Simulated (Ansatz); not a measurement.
Calculated with Ansatz (gas phase, PBE0-D4/def2-TZVP geometries, no zero-point term in ΔE). CBS: MP2 limit from def2 TZ/QZ plus the TZ coupled-cluster correction, frozen cores. This one scheme is used for every species. Elements past krypton have def2 core potentials. For W outer-core shells are correlated without core-valence functions, which leaves a few kJ/mol of doubt a bond. Each species was taken in one conformer, which may not be the lowest.

Consider the ligand exchange at a W–O bond: `[OH][W]([OH])([OH])([OH])([OH])[F]` + HCl → `[OH][W]([OH])([OH])([OH])([F])[Cl]` + H₂O.

```json
{"species": "`[OH][W]([OH])([OH])([OH])([OH])[F]`", "CCSD(T)/CBS(def2) energy (Eh)": "-545.84284"}
{"species": "HCl", "CCSD(T)/CBS(def2) energy (Eh)": "-460.38127"}
{"species": "`[OH][W]([OH])([OH])([OH])([F])[Cl]`", "CCSD(T)/CBS(def2) energy (Eh)": "-929.85392"}
{"species": "H₂O", "CCSD(T)/CBS(def2) energy (Eh)": "-76.37941"}
```

Problem. Work out ΔE.

Solution. ΔE = (-929.85392) + (-76.37941) − (-545.84284) − (-460.38127) = -0.00922 Eh = -0.25 eV.

Problem. What do rigid-rotor, harmonic-oscillator terms from PBE0-D4/def2-TZVP frequencies (298.15 K, 1 bar) make of the CCSD(T)/CBS value? (An estimate is asked.)

Solution. The calculation gave: ΔZPE = +0.05 eV, ΔH = -0.18 eV, ΔS = 9 J/(mol·K), ΔG = -0.21 eV.

Largest T1 diagnostic among the species: 0.022, so the coupled-cluster value is less sure than usual.

The D4 term adds −0.04 eV with B3LYP and −0.02 eV with PBE0; it sums over pairs of atoms, weighted by their polarisabilities, and B3LYP, whose exchange is more repulsive, gets the larger term. Leaving LDA and LC-ωPBE aside and taking each functional with its dispersion term where it has one, the values, not all of them listed here, spread over 0.13 eV, from revPBE-D4 to CAM-B3LYP-D4. LDA lies +0.03 eV from PBE without D4. At CCSD(T), def2-SVP lies +0.20 eV from the extrapolated value and def2-TZVPP +0.08 eV.

B3LYP here is the variant with VWN-RPA as its local correlation; programs differ in this.
